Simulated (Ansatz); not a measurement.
System: C$_{2}$H$_{2}$BrF, charge 0, singlet. C2H2BrF (SMILES C=C(F)Br).
B3LYP-D3(BJ)/def2-TZVP minimum from Ansatz (an electronic-structure program):
```xyz
6

C     -1.9945     0.4078    -0.0350
C     -0.6987     0.6397     0.0308
F     -0.1917     1.8667     0.1550
Br     0.6555    -0.6779    -0.0356
H     -2.3708    -0.5966    -0.1353
H     -2.6865     1.2370     0.0125
```

Total energies in hartree (Ansatz). UHF or UKS for unpaired electrons; spin-orbit terms are left out. Cores are frozen in correlated methods (noble-gas shells, and filled d and f shells in the p block). No relativity. For partners of very few electrons the exact lower level stands in for a higher one. Spin-orbit terms, left out, reach several kcal/mol for Br and I, and more for heavier atoms.

| species | HF/cc-pVTZ | CCSD(T)/cc-pVTZ | HF/cc-pVQZ | CCSD(T)/cc-pVQZ | CCSD(T)/cc-pVDZ | CCSDT(Q)/cc-pVDZ |
|---|---|---|---|---|---|---|
| 1: C2H2BrF (SMILES FC(Br)=C) | -2748.82709 | -2749.61421 | -2748.84337 | -2749.69021 | -2749.30335 | -2749.30558 |
| 2: C (triplet) | -37.69157 | -37.78076 | -37.69331 | -37.78654 | -37.76038 | -37.76071 |
| 3: F (doublet) | -99.40552 | -99.62036 | -99.41377 | -99.65026 | -99.52757 | -99.52776 |
| 4: Br (doublet) | -2572.44509 | -2572.60263 | -2572.44802 | -2572.62195 | -2572.47590 | -2572.47619 |
| 5: H (doublet) | -0.49981 | -0.49981 | -0.49995 | -0.49995 | -0.49928 | -0.49928 |

**Question.** Work out the atomisation energy (electronic, to ground-state atoms) in kcal/mol: take Hartree-Fock from cc-pVQZ, extrapolate the CCSD(T) correlation energy as X^-3 (X = 3, 4), and add CCSDT(Q) - CCSD(T) in cc-pVDZ. 1 hartree = 627.51 kcal/mol.

**Answer.** 
Species 1: correlation (64·(-0.84684) - 27·(-0.78712))/37 = -0.89042; step -0.00223; E1 = -2748.84337 + (-0.89042) + (-0.00223) = -2749.73602
Species 2: correlation (64·(-0.09323) - 27·(-0.08919))/37 = -0.09618; step -0.00033; E2 = -37.69331 + (-0.09618) + (-0.00033) = -37.78982
Species 3: correlation (64·(-0.23649) - 27·(-0.21484))/37 = -0.25229; step -0.00019; E3 = -99.41377 + (-0.25229) + (-0.00019) = -99.66625
Species 4: correlation (64·(-0.17393) - 27·(-0.15754))/37 = -0.18589; step -0.00029; E4 = -2572.44802 + (-0.18589) + (-0.00029) = -2572.63420
Species 5: correlation (64·(0.00000) - 27·(0.00000))/37 = 0.00000; step +0.00000; E5 = -0.49995 + (0.00000) + (+0.00000) = -0.49995
-1·E1 +2·E2 +1·E3 +1·E4 +2·E5 = 0.85603 hartree = 537.2 kcal/mol.
